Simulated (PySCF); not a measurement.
W³⁷⁺ (tungsten, charge +37) across methods

[Kr] 4d1, 2D determinant. All numbers are calculated (PySCF 2.14, no relativity, point nucleus, in an even-tempered Gaussian basis (18 s from 3.5 bohr⁻², ratio 2.5; 12 p from 4.6 bohr⁻², ratio 2.5; 9 d from 4.6 bohr⁻², ratio 2.5; 4 f from 19 bohr⁻², ratio 2.7; 3 g from 28 bohr⁻², ratio 2.7)).

```
method   E (hartree)  mean ε 4p α (eV)  mean ε 4p β (eV)  mean ε 4d α (eV)  Σ⟨r²⟩ (bohr²)   ⟨S²⟩
  MN15     -14482.36           -1739.0           -1738.9           -1590.3          2.749  0.750
  PBE0     -14478.99           -1739.3           -1735.5           -1589.1          2.756  0.750
   LDA     -14470.52           -1731.3           -1728.7           -1581.9          2.757  0.750
r2SCAN     -14479.34           -1734.1           -1730.6           -1583.2          2.759  0.750
   UHF  -14477.57756           -1760.4           -1753.7           -1607.3          2.760  0.751
  BP86     -14480.39           -1731.9           -1729.1           -1582.8          2.755  0.750
```

Problem. Estimate the same row for PBE.

Solution. E (hartree) = -14478.75; mean ε 4p α (eV) = -1731.6; mean ε 4p β (eV) = -1728.7; mean ε 4d α (eV) = -1582.5; Σ⟨r²⟩ (bohr²) = 2.756; ⟨S²⟩ = 0.750.

A non-relativistic calculation at this Z misses sizeable relativistic shifts. Spin-orbit coupling, absent here, splits the open shell strongly.
